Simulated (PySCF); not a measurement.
## Electron correlation in Bi²⁺ (bismuth, charge +2)

[Xe] 4f14 5d10 6s1 6p1 6d1, one real determinant (an excited configuration). Calculation: PySCF 2.14, in aug-cc-pVQZ-PP with ECP60MDF (7s7p5d3f2g, 92 functions); a scalar-relativistic core potential. Frozen: 5s2 5p6 5d10; 3 electrons correlated.

| level | correlation energy (mhartree) |
| --- | --- |
| CCSD | -26.48 |
| (T) | -5.15 |
| CCSD(T) | -31.63 |

Diagnostics: T1 = 0.028, D1 = 0.0609, largest double amplitude 0.638.

The real determinant used has ⟨L²⟩ near 8 against 12 for a pure F term, so it mixes terms. Spin-orbit coupling, absent here, splits the open shell strongly. The outer electron is Rydberg-like, and this basis confines it to a smaller radius and binds it less than a complete one would. A double-excitation amplitude exceeds 0.15, a sign of near-degeneracy.

Cost of the coupled-cluster step: of the order of 6 core-seconds, for 3 correlated electrons.

The reference is one real determinant that mixes LS terms of this configuration.
